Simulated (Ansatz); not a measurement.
Species: C$_{2}$HNS, SMILES `N#CC=S` (charge 0, multiplicity 1), formula C2HNS.

### Question
How many basis functions does frozen-core CCSD(T)/cc-pVQZ // B3LYP-D3(BJ)/def2-TZVP (Ansatz, a quantum-chemistry and plane-wave program) use, how many core orbitals are frozen, and how many electrons are correlated?

### Answer
254 basis functions and 8 frozen orbitals, which leaves 20 correlated electrons. Core time is of the order of minutes.
